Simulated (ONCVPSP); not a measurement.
## europium (Eu), ONCV: configuration errors across variants

* Element: Eu (Z = 63)
* Generator: ONCVPSP 4.0.1
* Type: optimised norm-conserving Vanderbilt (ONCV)
* Functional: PBE
* Relativity: fully relativistic
* Frozen core: [Kr] 4d10 4f6
* Valence charge: 11
* Reference configuration: 5s2 5p6 5d1 6s2
* Partial waves: 5s+6s: rc 2.45 bohr, ncon 3, nbas 6, qcut 5.6 1/bohr, 3 projectors, debl 2.5 Ha; 5p: rc 2.45 bohr, ncon 4, nbas 9, qcut 7.1 1/bohr, 2 projectors, debl 0.4 Ha; 5d: rc 3.10 bohr, ncon 4, nbas 9, qcut 4 1/bohr, 1 projector
* Local potential: polynomial inside 2.15 bohr (lpopt 3, dvloc0 1 Ha)
* Core correction: polynomial model core, fcfact 0.2

Open shells are filled in proportion to 2j + 1.

In the p channel the program set the typed energies aside and used -0.934, 0.250 Ha (j = l + 1/2; the other j can differ).

All-electron excitation energies from the reference (eV): (1) 5s2 5p6 5d1 6s1 6.550; (2) 5s2 5p6 5d1 6s0 18.484; (3) 5s1 5p6 5d1 6s2 53.683.

Errors AE − PS in meV (a dash: test not solved or not reliable):

```csv
change,(1),(2),(3),bound ghosts,GHOST(+) flags above zero
base,-3.1,-24,-517,none,none
s: rc 3.5,-3.8,-29,-852,none,none
s: qcut 5; p: qcut 6.3; d: qcut 3.5,-3.5,-28,-629,none,none
s: nproj 4,-3.1,-24,-517,none,none
"local potential polynomial inside 2.15 bohr (lpopt 3, dvloc0 -1.5 Ha)",-3.0,-23,-512,none,s
s: qcut 6.4,-3.0,-23,-506,none,none
"core correction polynomial model core, fcfact 1.24",-3.2,-25,-533,none,none
d: rc 2.28,-2.8,-20,-490,none,none
```

Q: Give the same row for: p: nbas 7.

A: -3.1, -24, -522; bound ghosts: none; GHOST(+) flags above zero: none.
